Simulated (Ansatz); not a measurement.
Basis-set extrapolation for `OC(O)=C[SiH3]` (PBE0-D4/def2-TZVP geometry, frozen core, Ansatz 0.2.0). Multiplicity 1, RHF reference.

|  | def2-TZVPP | def2-QZVPP |
| --- | --- | --- |
| HF | -517.981106 | -518.000634 |
| MP2 correlation | -0.921887 | -0.990897 |
| CCSD(T) correlation | -0.994861 | not run |

Energies in hartree. Use E(X) = E(∞) + A·exp(−7.88·√X) for Hartree–Fock and E(X) = E(∞) + B·X^(−2.97) for correlation, with X = 3 and 4, and add CCSD(T) minus MP2 of the smaller set to the MP2 limit.

What is the CCSD(T) energy at the basis-set limit?

HF limit: -518.000634 + (-0.019528) × 0.13774 = -518.00332. MP2 limit: -0.990897 + (-0.069010) × 0.74074 = -1.04202. Higher-order term: -0.994861 − (-0.921887) = -0.07297. Total: -519.11831 hartree, 373.7 kJ/mol below CCSD(T)/def2-TZVPP.
